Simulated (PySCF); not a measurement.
**Ga: ionisation energy**

Ga [Ar] 3d10 4s2 4p1 (2P) → Ga+ [Ar] 3d10 4s2 (1S), as a difference of total energies. Computed with PySCF 2.14 in cc-pVDZ-PP with ECP10MDF (4s3p2d, 23 functions), with a scalar-relativistic core potential. Correlated levels: valence: 3s2 3p6 3d10 frozen. The calculations carry no spin-orbit coupling.

**Question.** Order these methods by the ionisation energy they give, lowest first.
A. SCS-MP2 (valence)
B. TPSS
C. CCSD (valence)
D. MP2 (valence)

**Answer.** A (5.644 eV), D (5.665 eV), C (5.727 eV), B (5.910 eV).

Errors of the correlated levels include the incompleteness of this basis and the frozen core.

For comparison: 5.931 eV (measured; NIST levels, between the centres of gravity of the two terms).
